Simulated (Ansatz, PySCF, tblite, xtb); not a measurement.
Potential energy curve for SMILES [BeH2] (H2Be). The Be1–H3 bond (Be1 also carries H; H3 carries nothing else) is stretched with both fragments frozen at the PBE0/def2-TZVP optimised geometry.

Levels of theory: GFN2-xTB, 300 K electronic temperature (tblite); GFN1-xTB (xtb); UKS-B3LYP/6-31G* = unrestricted B3LYP/6-31G*, spherical d in PySCF; FCI = Ansatz (an electronic-structure program) with full CI/cc-pVDZ, frozen core.

Energies relative to the lowest point of each curve near equilibrium, in mEh; the last columns give the difference from FCI:

| R / Å | GFN2-xTB | GFN1-xTB | UKS-B3LYP/6-31G* | FCI | GFN2-xTB − FCI | GFN1-xTB − FCI | UKS-B3LYP/6-31G* − FCI |
|---|---|---|---|---|---|---|---|
| 0.99 | 40.1 | 43.6 | 56.6 | 59.8 | -19.7 | -16.2 | -3.2 |
| 1.08 | 15.2 | 16.6 | 26.4 | 28.2 | -12.9 | -11.5 | -1.8 |
| 1.13 | 7.6 | 8.3 | 15.6 | 16.9 | -9.3 | -8.6 | -1.3 |
| 1.19 | 2.3 | 2.6 | 7.0 | 7.8 | -5.5 | -5.3 | -0.9 |
| 1.27 | 0.0 | 0.0 | 1.1 | 1.5 | -1.5 | -1.5 | -0.4 |
| 1.30 | 0.1 | 0.1 | 0.3 | 0.5 | -0.4 | -0.3 | -0.2 |
| 1.34 | 0.9 | 1.0 | 0.0 | 0.0 | 0.9 | 1.0 | 0.0 |
| 1.37 | 1.8 | 2.1 | 0.4 | 0.3 | 1.6 | 1.9 | 0.1 |
| 1.43 | 4.6 | 5.2 | 2.5 | 2.0 | 2.5 | 3.2 | 0.4 |
| 1.49 | 8.1 | 9.3 | 5.9 | 5.2 | 2.9 | 4.1 | 0.7 |
| 1.55 | 12.2 | 14.2 | 10.4 | 9.4 | 2.8 | 4.8 | 1.0 |
| 1.66 | 20.6 | 24.5 | 20.5 | 19.1 | 1.6 | 5.4 | 1.4 |
| 1.80 | 32.2 | 38.8 | 35.4 | 33.4 | -1.2 | 5.4 | 2.0 |
| 2.01 | 50.5 | 60.5 | 59.2 | 56.1 | -5.6 | 4.4 | 3.1 |
| 2.19 | 66.2 | 78.8 | 79.3 | 74.7 | -8.4 | 4.1 | 4.7 |
| 2.39 | 83.4 | 98.3 | 100.2 | 93.0 | -9.6 | 5.3 | 7.2 |
| 2.68 | 106.9 | 124.0 | 124.6 | 114.1 | -7.1 | 10.0 | 10.6 |
| 2.93 | 125.4 | 143.1 | 137.3 | 126.9 | -1.5 | 16.2 | 10.3 |
| 3.26 | 146.5 | 163.5 | 146.6 | 137.5 | 9.0 | 26.0 | 9.1 |
| 3.67 | 166.9 | 181.7 | 152.2 | 143.9 | 23.0 | 37.8 | 8.4 |
| 4.05 | 180.3 | 192.7 | 154.5 | 146.3 | 34.0 | 46.5 | 8.2 |
| 4.66 | — | — | 155.7 | 147.5 | — | — | 8.3 |

GFN2-xTB is furthest from FCI at 4.05 (34.0 mEh, above); its mean absolute difference over the points is 7.7 mEh.

GFN1-xTB is furthest from FCI at 4.05 (46.5 mEh, above); its mean absolute difference over the points is 10.4 mEh.

UKS-B3LYP/6-31G* is furthest from FCI at 2.68 (10.6 mEh, above); its mean absolute difference over the points is 3.8 mEh.

Dashes: no converged value, or the column stops at the first point that the program doubted or that broke a chosen test of continuity, which isn't proof of a fault.

The unrestricted determinant behind UKS-B3LYP/6-31G* is spin-contaminated at 2.68 to 4.66 Å (<S²> up to 1.0, against 0.00 for a pure singlet).
